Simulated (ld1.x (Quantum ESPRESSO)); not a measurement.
**Reading a pseudo-wave (hydrogen)**

Columns: radius, all-electron u(r) and pseudo u(r) of the 1s shell (level -6.55 eV) of hydrogen in the configuration 1s1; PW91, scalar-relativistic, PAW scheme, ld1.x (Quantum ESPRESSO) 7.5.

```tsv
r (bohr)	all-electron	pseudo
0.065	0.1172	0.0831
0.130	0.2193	0.1647
0.195	0.3078	0.2433
0.260	0.3840	0.3178
0.325	0.4491	0.3870
0.390	0.5044	0.4499
0.455	0.5510	0.5059
0.520	0.5896	0.5546
0.585	0.6213	0.5957
0.650	0.6468	0.6294
0.715	0.6668	0.6561
0.780	0.6819	0.6761
0.845	0.6927	0.6902
0.910	0.6998	0.6992
0.975	0.7035	0.7038
1.040	0.7043	0.7048
1.105	0.7025	0.7029
1.170	0.6985	0.6986
1.235	0.6926	0.6926
1.300	0.6850	0.6850
1.365	0.6759	0.6759
1.430	0.6655	0.6655
1.495	0.6542	0.6542
1.560	0.6419	0.6419
1.625	0.6289	0.6289
1.690	0.6153	0.6153
```

(1) How many radial nodes do the two functions have?

(2) Is the pseudo-wave norm-conserving?

Results:

(1) The all-electron 1s function has n − l − 1 = 0; the pseudo-wave has 0.

(2) No, it belongs to a PAW set: the norm inside the radius is not constrained, and the difference is carried by the augmentation charge.
